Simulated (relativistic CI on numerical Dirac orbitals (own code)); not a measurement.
Ce2+ (4f2) in a crystal field

Calculated by Dirac-Coulomb-Breit CI, KLI orbitals optimised for each configuration, model QED (radiative potential, 1s self-energy scaled to tabulated hydrogen-like ionisation energies), valence Slater integrals scaled by 0.85, one configuration in a parametric crystal field (own radial code).

Field parameters in Wybourne normalisation; cubic f-shell fields have B⁴₄ = √(5/14) B⁴₀ and B⁶₄ = −√(7/2) B⁶₀. The field is a parameter set, without covalency.

S is read from ⟨S²⟩ = S(S + 1).

Powder χT (cm³ K mol⁻¹) by Van Vleck's formula, with temperature-independent terms:

```
                                                                                                         Field     2 K    5 K   10 K   20 K  50 K  100 K  200 K  300 K
C2v, B20 = 140, B22 = -60, B40 = -410, B42 = 300, B44 = -370, B60 = 280, B62 = 10, B64 = -280, B66 = -220 cm⁻¹   0.081  0.203  0.404  0.757  1.25   1.48   1.59   1.64
                                 D3d, B20 = 1350, B40 = 60, B43 = -700, B60 = -100, B63 = -70, B66 = -100 cm⁻¹    1.22   1.23   1.24   1.25  1.31   1.39   1.51   1.59
                                                         D3h, B20 = 440, B40 = -180, B60 = 140, B66 = 330 cm⁻¹     1.2   1.27   1.29   1.31  1.41   1.53   1.61   1.65
                                            D4h, B20 = 420, B40 = 1410, B44 = 470, B60 = -210, B64 = -300 cm⁻¹  0.0931  0.233  0.458  0.784  1.11   1.28   1.48   1.58
                                                                                Oh, B40 = -580, B60 = 150 cm⁻¹    1.02   1.04   1.07   1.13   1.3   1.49    1.6   1.64
                                                                               Oh, B40 = -1210, B60 = 280 cm⁻¹    1.02   1.03   1.04   1.07  1.16    1.3   1.49   1.58
```

Task: For D4h, B20 = 420, B40 = 1410, B44 = 470, B60 = -210, B64 = -300 cm⁻¹: what effective moment follows at 300 K?

Result: μ_eff = √(8χT) = 3.55 μB. The LS value g√(J(J + 1)) of the free ion's 3H_4 level is 3.58 μB.
